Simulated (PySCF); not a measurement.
B(Me)(OMe)(SH) (C2H7BOS), SMILES O(C)B(C)S. Atoms are numbered in the order given.

```xyz
12

B      0.4482     0.3068     0.0000
C      1.5079     1.4713     0.0000
H      2.5357     1.0774     0.0000
H      1.3845     2.1200    -0.8841
H      1.3845     2.1200     0.8841
O      0.8785    -0.9773     0.0000
C      0.0205    -2.1013     0.0000
H     -0.6253    -2.1108     0.8948
H      0.6417    -3.0082     0.0000
H     -0.6253    -2.1108    -0.8948
S     -1.3662     0.6252     0.0000
H     -1.2762     1.9729     0.0000
```

Geometry optimised at B3LYP-D3(BJ)/def2-SVP. This is a generated structure with no PubChem entry under its InChIKey; it may be hypothetical. Other conformers were not sampled.

Two levels are set side by side: PBE/pcSseg-1 (PySCF) and PBE0/pcSseg-1 (PySCF). GIAO shifts against BF3 (¹¹B), H2O (¹⁷O), H2S (³³S), TMS (¹H), TMS (¹³C) at the same level; non-relativistic, no solvent, atoms listed together averaged. Differences are taken from unrounded values.

```csv
quantity,PBE0
δ(¹¹B) of B1 (ppm),36.3
δ(¹³C) of C2 (ppm),10.3
"δ(¹H) of H3, H4, H5 (ppm)",0.88
δ(¹⁷O) of O6 (ppm),162.7
δ(¹³C) of C7 (ppm),57.6
δ(³³S) of S11 (ppm),130.2
δ(¹H) of H12 (ppm),2.21
```

What does PBE give, and how far is it from PBE0? (The exact figures need the calculation; the answer reports its results.)


| quantity | PBE | PBE minus PBE0 |
|---|---|---|
| δ(¹¹B) of B1 (ppm) | 35.5 | -0.8 |
| δ(¹³C) of C2 (ppm) | 10.4 | 0.1 |
| δ(¹H) of H3, H4, H5 (ppm) | 0.87 | -0.01 |
| δ(¹⁷O) of O6 (ppm) | 179.3 | 16.6 |
| δ(¹³C) of C7 (ppm) | 59.2 | 1.5 |
| δ(³³S) of S11 (ppm) | 143.2 | 13.0 |
| δ(¹H) of H12 (ppm) | 2.12 | -0.09 |

Rough cost on one machine, each run with all the roots and properties that it gave: PBE0 against PBE within a factor of 2.
